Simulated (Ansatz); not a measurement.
Geometry optimisation, Ansatz 0.2.0, UKS CAM-B3LYP-D4/6-31G.

Input file:

```yaml
crystal:
  periodic: [false, false, false]
  atoms:
    - { symbol: Al, position_ang: [-1.423298, -0.443226, -1.525349] }
    - { symbol: H, position_ang: [-0.010981, -0.002938, -1.950485] }
    - { symbol: F, position_ang: [-1.89317, -2.070425, -1.622958] }
    - { symbol: F, position_ang: [-2.66997, 0.696601, -1.357] }
    - { symbol: H, position_ang: [0.306395, -0.038739, 1.410829] }
    - { symbol: "N", position_ang: [-0.603449, -0.473634, 1.555847] }
    - { symbol: H, position_ang: [1.387404, 0.600847, -0.772792] }
    - { symbol: "N", position_ang: [1.940426, 0.858439, 0.038268] }
    - { symbol: H, position_ang: [-0.579506, -1.433949, 1.863424] }
    - { symbol: H, position_ang: [-1.281834, 0.096745, 2.038515] }
    - { symbol: H, position_ang: [2.811666, 0.357274, 0.128177] }
    - { symbol: H, position_ang: [2.016118, 1.852805, 0.193423] }
magnetization:
  spin_polarized: true
basis:
  gaussian: { orbitals: "6-31G" }
hamiltonian:
  xc: cam_b3lyp
  dispersion: d4
relax:
  f_tol: 0.03
  max_steps: 50
output:
  orbitals: {}
```

Launched with:

```bash
$ ansatz run input.yaml --threads 2 --pin off --max-ram 3072MiB --backend cpu --events-out ev --progress --plain --runs-dir out
```

Question: Where does it end, and by what steps?

Answer: It converged. Limits of this set-up: no polarisation functions. After 10 steps the energy has fallen by 1.756 eV; N6 moved furthest, 0.68 Å. Joined: Al1–N6 (3.19 → 1.99 Å).

| step | energy less start (eV) | largest force component (eV/Å) | accepted |
| --- | --- | --- | --- |
| 0 | 0.0000 | 1.157 | yes |
| 1 | -0.2947 | 1.174 | yes |
| 2 | -0.7025 | 1.271 | yes |
| 3 | -1.2383 | 0.739 | yes |
| 4 | -1.5442 | 1.315 | yes |
| 5 | -1.6835 | 0.523 | yes |
| 6 | -1.7106 | 1.104 | yes |
| 7 | -1.7518 | 0.239 | yes |
| 8 | -1.7546 | 0.071 | yes |
| 9 | -1.7556 | 0.051 | yes |
| 10 | -1.7559 | 0.022 | yes |

```xyz
12
Properties=species:S:1:pos:R:3
Al -1.346 -0.489 -0.963
H -0.158 -0.047 -1.941
F -1.821 -2.135 -1.047
F -2.648 0.619 -0.805
H 0.351 0.054 0.807
N -0.611 -0.383 0.883
H 1.602 0.699 -0.787
N 1.840 0.786 0.198
H -0.562 -1.313 1.299
H -1.237 0.201 1.438
H 2.667 0.253 0.437
H 1.923 1.755 0.481
```

Whether the end is a true minimum wasn't checked by a vibrational analysis.

Run time: 63 s on 2 threads of Arm Neoverse N1 (shared host), peak memory 0.24 GiB.
